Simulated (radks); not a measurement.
Results of a calculation; reference values are marked as such.
F V, configuration 1s1.5 2s2 2p1.5 (fractional occupations, a model configuration). Code: a radial shooting solver on a logarithmic mesh with Libxc functionals. Model: non-relativistic Kohn-Sham, TPSS, spin-polarised, spherical densities, point nucleus; open shells are filled with parallel spins first; meta-GGA in the generalised Kohn-Sham scheme.

Local quantities along the radius. ELF = 1/(1 + alpha^2) is the electron localisation function; alpha = (tau - tau_W)/tau_unif compares the Pauli kinetic energy density with that of the uniform gas (summed over spins).

r (bohr)	ELF	alpha
0.01006	1.000	0.004256
0.01229	1.000	0.004498
0.01501	1.000	0.004813
0.01819	1.000	0.005212
0.02221	1.000	0.005769
0.02713	1.000	0.006539
0.03314	1.000	0.007631
0.04015	1.000	0.009156
0.04904	1.000	0.01156
0.0599	1.000	0.01543
0.07258	1.000	0.02170
0.08864	0.999	0.03355
0.1083	0.997	0.05731
0.1322	0.988	0.1100
0.1602	0.949	0.2319
0.1957	0.758	0.5653
0.239	0.332	1.418
0.292	0.113	2.803
0.3538	0.105	2.918
0.4321	0.299	1.532
0.5278	0.683	0.6819
0.6446	0.865	0.3944
0.781	0.910	0.3153
0.954	0.907	0.3206
1.165	0.855	0.4113
1.412	0.702	0.6510
1.724	0.355	1.349
2.106	0.066	3.771
2.572	0.004	15.06

On this mesh the ELF has minima near r = 0.32 bohr, which separate the shells, and maxima near 0.87 (0.91).

Self-consistent cycle (total energy in hartree, residual of the potential): 1: -79.470860, 2e+00; 2: -79.547612, 1e+00; 3: -79.609111, 7e-02; 4: -79.609193, 1e-02; 5: -79.609197, 2e-03; 6: -79.609197, 2e-04; 7: -79.609197, 4e-05; 8: -79.609197, 8e-06; 9: -79.609197, 1e-05; 10: -79.609197, 2e-05; 11: -79.609197, 3e-06; 12: -79.609197, 2e-06; 13: -79.609197, 5e-06; 14: -79.609197, 1e-06; 15: -79.609197, 2e-06; 16: -79.609197, 5e-07.
